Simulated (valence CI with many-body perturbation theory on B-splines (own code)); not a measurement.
## E1 line list for Mg7+

Calculated by configuration interaction combined with many-body perturbation theory (CI+MBPT): three valence electrons over a frozen Dirac-Fock core [He], radial functions for each j: 11 s, 11 p, 10 d, 8 f, 5 g, 2 h, with the one-electron correlation potential Σ1 (screened to all orders), the two-electron term Σ2, the three-electron term Σ3, Breit, model QED; selected single and double excitations, second order for the rest, scaled by the run's own slope (own B-spline code, finite nucleus).

No measured levels were compared; by estimate levels hold to about 100 cm⁻¹ or 0.05 % of their energy and the worst to 300 or 400 cm⁻¹, as in measured light ions of charge 2 to 7.

Lines 251 to 300 of 580 in falling wavelength, among levels below 1904500 cm⁻¹, chosen from the strongest by gf and those to the six lowest levels. Wavelengths and rates use the calculated energies, so an error of 200 cm⁻¹ moves a line at 35.57 nm by 0.071 % and its rate by three times that or more. Electric multipoles are in the length gauge, E1 and E2 with the static RPA response of the core. Weak lines are less certain than strong ones. Lines between different terms over intervals too small for the method are left out, as are lines whose strength nearly cancels. Where a level lies close to another of its J and parity, the split of strength between their lines is uncertain. The highest levels of a list are the least certain.

Names give the largest LS component (configuration and term), which can be under half, so a name can repeat, a term be missing and a line seem to break the LS rules; names also repeat where a configuration has a term twice. Letters in brackets count levels of one name in rising energy.

```tsv
λ vac (nm)	Upper	Lower	A (s⁻¹)	S (a.u.)
35.57	2s 2p 3d 2P°_3/2 [b]	2s2 3d 2D_5/2	7.15e+09	6.35e-01
35.38	2p3 4S°_3/2	2s 2p2 4P_3/2	4.16e+09	3.64e-01
35.24	2p3 4S°_3/2	2s 2p2 4P_1/2	2.11e+09	1.82e-01
35.21	2s 2p 3p 2S_1/2 [b]	2s2 3p 2P°_3/2	6.25e+09	2.70e-01
34.19	2p3 2P°_1/2	2s 2p2 2D_3/2	5.82e+09	2.30e-01
34.16	2p3 2P°_3/2	2s 2p2 2D_5/2	4.97e+09	3.91e-01
33.87	2s 2p2 2S_1/2	2s2 2p 2P°_3/2	3.92e+09	1.50e-01
33.49	2s 2p2 2S_1/2	2s2 2p 2P°_1/2	3.20e+09	1.19e-01
31.68	2s 2p2 2P_1/2	2s2 2p 2P°_3/2	5.36e+09	1.68e-01
31.48	2s 2p2 2P_3/2	2s2 2p 2P°_3/2	1.15e+10	7.07e-01
31.46	2s 2p 4p 2D_5/2	2s 2p 3d 2F°_7/2 [a]	2.25e+09	2.08e-01
31.35	2s 2p2 2P_1/2	2s2 2p 2P°_1/2	8.27e+09	2.51e-01
31.16	2s 2p2 2P_3/2	2s2 2p 2P°_1/2	2.26e+09	1.35e-01
29.88	2s 2p 4f 2F_5/2	2s 2p 3d 2P°_3/2 [a]	2.60e+09	2.06e-01
29.53	2s 2p 4f 4F_9/2	2s 2p 3d 2F°_7/2 [a]	2.32e+09	2.95e-01
29.50	2s 2p 4f 2D_3/2	2s 2p 3d 2P°_1/2 [a]	3.57e+10	1.81e+00
29.48	2s 2p 4f 2D_5/2	2s 2p 3d 2P°_3/2 [a]	3.95e+10	3.00e+00
29.41	2s 2p 4f 4F_7/2	2s 2p 3d 2F°_5/2 [a]	2.64e+09	2.66e-01
29.40	2s 2p 4f 2D_3/2	2s 2p 3d 2P°_3/2 [a]	7.57e+09	3.80e-01
29.26	2s 2p 4f 4G_7/2	2s 2p 3d 2F°_5/2 [a]	7.38e+09	7.29e-01
29.24	2s 2p 4f 2F_7/2	2s 2p 3d 2F°_7/2 [a]	5.90e+09	5.82e-01
29.23	2s 2p 4f 2G_7/2	2s 2p 3d 2F°_5/2 [a]	2.68e+10	2.65e+00
29.19	2s 2p 4f 2G_9/2	2s 2p 3d 2F°_7/2 [a]	5.04e+10	6.18e+00
29.17	2s 2p 4f 2F_5/2	2s 2p 3d 2F°_5/2 [a]	6.47e+09	4.75e-01
29.15	2s 2p 4f 4D_7/2	2s 2p 3d 2F°_7/2 [a]	2.78e+09	2.72e-01
29.06	2s 2p 4f 2F_7/2	2s 2p 3d 2F°_5/2 [a]	1.23e+10	1.19e+00
28.98	2s 2p 4f 4D_7/2	2s 2p 3d 2F°_5/2 [a]	2.54e+09	2.44e-01
28.64	2s 2p 4p 4D_7/2	2s 2p 3d 4F°_9/2	1.77e+09	1.64e-01
28.10	2s 2p 4s 4P°_5/2	2s 2p 3p 4P_5/2	5.48e+09	3.60e-01
28.02	2s 2p 4s 4P°_5/2	2s 2p 3p 4P_3/2	2.70e+09	1.76e-01
27.97	2s 2p 4s 2P°_3/2	2s 2p 3p 2D_5/2 [a]	6.41e+09	2.77e-01
27.37	2s 2p 4f 2F_7/2	2s 2p 3d 4P°_5/2	6.08e+09	4.92e-01
27.31	2s 2p 4f 4D_5/2	2s 2p 3d 4P°_3/2	3.23e+10	1.95e+00
27.31	2s 2p 4f 4D_3/2	2s 2p 3d 4P°_1/2	2.05e+10	8.26e-01
27.29	2s 2p 4f 4D_7/2	2s 2p 3d 4P°_5/2	4.13e+10	3.32e+00
27.29	2s 2p 4f 4D_1/2	2s 2p 3d 4P°_1/2	4.55e+10	9.12e-01
27.27	2s 2p 4f 4D_3/2	2s 2p 3d 4P°_3/2	2.97e+10	1.19e+00
27.26	2s 2p 4f 4D_5/2	2s 2p 3d 4P°_5/2	1.64e+10	9.84e-01
27.25	2s 2p 4f 4D_1/2	2s 2p 3d 4P°_3/2	1.03e+10	2.07e-01
27.19	2s 2p 4f 4F_7/2	2s 2p 3d 4D°_7/2	2.24e+09	1.78e-01
27.18	2s 2p 4f 4F_5/2	2s 2p 3d 2D°_3/2 [a]	3.42e+09	2.03e-01
27.16	2s 2p 4f 4G_7/2	2s 2p 3d 2D°_5/2 [a]	1.50e+10	1.19e+00
27.15	2s 2p 4f 4F_9/2	2s 2p 3d 4D°_7/2	3.16e+10	3.13e+00
27.14	2s 2p 4f 4G_5/2	2s 2p 3d 4D°_5/2	4.67e+09	2.76e-01
27.14	2s 2p 4f 2G_7/2	2s 2p 3d 2D°_5/2 [a]	8.46e+09	6.67e-01
27.14	2s 2p 4f 4F_7/2	2s 2p 3d 4D°_5/2	2.84e+10	2.24e+00
27.12	2s 2p 4f 4G_5/2	2s 2p 3d 4D°_3/2	1.86e+10	1.10e+00
27.07	2s 2p 4f 4F_3/2	2s 2p 3d 4D°_3/2	1.40e+10	5.46e-01
27.06	2s 2p 4f 2F_5/2	2s 2p 3d 2D°_3/2 [a]	4.65e+10	2.73e+00
27.06	2s 2p 4f 4F_3/2	2s 2p 3d 4D°_1/2	4.11e+10	1.61e+00
```
